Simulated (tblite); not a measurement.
Species: C₇H₁₃P.
Z-matrix (Å and degrees, GFN2-xTB geometry), rows numbered from 1:
```
C 
C   1  1.5226
P   2  1.8684  1  111.92
C   3  1.8704  2   96.71  1  -173.98
C   4  1.4966  3  106.28  2    80.66
C   5  1.3239  4  117.09  3    13.40
C   6  1.4929  5  126.17  4   179.03
C   6  1.5040  5  115.49  4     0.09
H   1  1.0888  2  110.60  3  -179.36
H   1  1.0884  2  111.03  3    60.50
H   1  1.0881  2  110.38  3   -59.28
H   2  1.0938  1  110.89  3  -122.30
H   2  1.0938  1  109.47  3   118.29
H   4  1.0955  3  109.36  2  -159.92
H   4  1.0931  3  110.54  2   -42.01
H   5  1.0795  4  119.14  3  -168.01
H   7  1.0903  6  110.31  5   119.59
H   7  1.0872  6  110.90  5    -1.03
H   7  1.0899  6  110.23  5  -121.64
H   8  1.0926  3  110.82  2    43.31
H   8  1.0950  3  109.28  2   161.24
```

Computed with GFN2-xTB (tblite): harmonic, unscaled wavenumbers at the GFN2-xTB geometry, gas phase. Against measured fundamentals such values can be off by several per cent, at times by over 20. One conformer, not necessarily the lowest.

Harmonic wavenumbers (cm⁻¹): 64.2, 105.8, 125.0, 165.6, 188.1, 238.4, 266.5, 305.0, 320.6, 409.5, 464.7, 590.7, 663.7, 716.6, 736.4, 752.1, 779.0, 815.7, 860.2, 885.5, 982.8, 990.8, 1010.5, 1016.4, 1048.9, 1072.2, 1085.9, 1107.9, 1160.1, 1204.8, 1222.5, 1227.1, 1255.5, 1284.5, 1402.1, 1411.0, 1434.8, 1437.4, 1450.9, 1478.8, 1484.1, 1500.0, 1501.2, 1735.4, 2914.0, 2921.7, 2935.2, 2946.8, 2951.5, 2957.2, 2993.3, 3009.4, 3014.1, 3022.5, 3032.8, 3041.7, 3078.8.

A = 2601, B = 1249, C = 1042 MHz; mass 128.075 u (most abundant isotopes); point group C1, symmetry number 1.

Zero-point energy?

½Σν̃ = 39389 cm⁻¹ = 112.62 kcal/mol.

Give the ideal-gas entropy at 500 K and 1 bar in the rigid-rotor, harmonic-oscillator model (classical rotation).

Translation 43.05, rotation 30.48, vibration 47.47: S = 121.0 cal/(mol K).

And Cp and H(500 K) − H(0)?

Cp = 59.16 cal/(mol K), of which vibrations give 51.21 (their classical limit is 57 R = 113.3); H(500 K) − H(0) = 16.71 kcal/mol without the zero-point energy, 12.73 from vibrations.

What must be added to the electronic energy to get the Gibbs energy at 500 K and 1 bar?

ZPE + [H(500 K) − H(0)] − T·S = 112.62 + 16.71 − 60.50 = 68.83 kcal/mol.

Blend soft modes into free rotors: weight 1/[1 + (100 cm⁻¹/ν̃)⁴] for the oscillator and the rest for a rotor with moment μB/(μ + B), μ = h/(8π²ν), B = 10⁻⁴⁴ kg m². What vibrational entropy results?

45.32 cal/(mol K) in place of 47.47, which changes −T·S at 500 K by +1.08 kcal/mol.

How do the functions run with temperature in this model?

| T (K) | S (cal/(mol K)) | Cp (cal/(mol K)) | H − H(0) (kcal/mol) | G − H(0) (kcal/mol) | ln q(vib) |
| --- | --- | --- | --- | --- | --- |
| 100 | 67.4 | 18.1 | 1.22 | -5.51 | 1.18 |
| 200 | 83.0 | 27.9 | 3.53 | -13.06 | 3.53 |
| 300 | 96.3 | 38.6 | 6.84 | -22.03 | 6.00 |
| 800 | 153.7 | 79.6 | 37.79 | -85.13 | 18.67 |
| 1000 | 172.5 | 88.7 | 54.67 | -117.78 | 23.49 |

q(vib) and H(0) count from the zero-point level.

Hindered rotation and anharmonicity are outside this model. Other conformers, if any are populated, would add a mixing term that is left out. The structure is chiral; the term R ln 2 for an equal mix with its mirror image is left out.
